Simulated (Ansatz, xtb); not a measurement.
## Relative energy of two isomers of C4H4S3

Structure X is `Sc1cscc1S`, a singlet and structure Y is `Sc1ccsc1S`, a singlet. Both are isolated molecules in the gas phase, relaxed with B3LYP/def2-SVP; the shapes shown needn't be the lowest conformers.

X (Å):

| atom | x (Å) | y (Å) | z (Å) |
| --- | --- | --- | --- |
| C | -1.4625 | 0.5504 | 1.0494 |
| C | -1.9477 | 1.1915 | 2.1640 |
| C | 0.4670 | 1.6354 | 1.8043 |
| C | -0.0580 | 0.8086 | 0.8402 |
| S | -2.3687 | -0.5279 | -0.0388 |
| S | -0.7215 | 2.1087 | 2.9688 |
| S | 0.8002 | 0.1282 | -0.5628 |
| H | -3.5921 | -0.0371 | 0.2612 |
| H | -2.9576 | 1.1517 | 2.5686 |
| H | 1.4859 | 2.0121 | 1.8761 |
| H | 2.0400 | 0.2284 | -0.0331 |

Y (Å):

```yaml
atoms:
  - { symbol: C, position_ang: [-1.1097, 0.4775, 0.9215] }
  - { symbol: C, position_ang: [-1.3918, 0.7886, 2.2915] }
  - { symbol: C, position_ang: [-0.3611, 1.4537, 2.9060] }
  - { symbol: C, position_ang: [0.1367, 0.9276, 0.5216] }
  - { symbol: S, position_ang: [-2.1956, -0.3729, -0.1925] }
  - { symbol: S, position_ang: [0.9667, 1.7214, 1.8414] }
  - { symbol: S, position_ang: [0.9034, 0.6883, -1.0501] }
  - { symbol: H, position_ang: [-3.1943, -0.5431, 0.7036] }
  - { symbol: H, position_ang: [-2.3218, 0.5235, 2.7966] }
  - { symbol: H, position_ang: [-0.3189, 1.7958, 3.9397] }
  - { symbol: H, position_ang: [0.4279, 1.8036, -1.6640] }
```

Estimate which is lower in electronic energy at CCSD(T)/def2-SVP + ΔMP2/def2-TZVPP, and by roughly how much.

CCSD(T)/def2-SVP + ΔMP2/def2-TZVPP gives E(Y) − E(X) = −1.22 kcal/mol, slightly favouring structure Y, which is too small a margin to settle the true order.

How the difference moves with the method:

```tsv
level	geometry	E(Y) − E(X) (kcal/mol)	departure from the last row (kcal/mol)	job, with rough time for the two
B3LYP/def2-SVP	B3LYP/def2-SVP	−1.59	−0.38	optimisation, 100 s
HF/def2-SVP	B3LYP/def2-SVP	−1.85	−0.63	part of the CCSD(T) run
MP2/def2-SVP	B3LYP/def2-SVP	−1.56	−0.34	part of the CCSD(T) run
CCSD(T)/def2-SVP	B3LYP/def2-SVP	−1.42	−0.21	single point
CCSD(T)/def2-SVP + ΔMP2/def2-TZVPP	B3LYP/def2-SVP	−1.22		single point, 63 s
```

As drawn, both hold the same kinds of bond in the same numbers.

The largest departure from CCSD(T)/def2-SVP + ΔMP2/def2-TZVPP is that of HF/def2-SVP, 0.63 kcal/mol. No reliable frequencies are at hand for Y, so it isn't confirmed as a minimum. Levels run at GFN2-xTB geometries aren't shown. The last row adds to CCSD(T) the change of the MP2 difference between the two basis sets, here +0.21 kcal/mol.

The correlated steps freeze 19 core orbitals. Codes used: Ansatz 0.2.0, xtb 6.7.1; the last row on 2 threads of Intel(R) Xeon(R) Platinum 8488C (Sapphire Rapids) on a shared host.
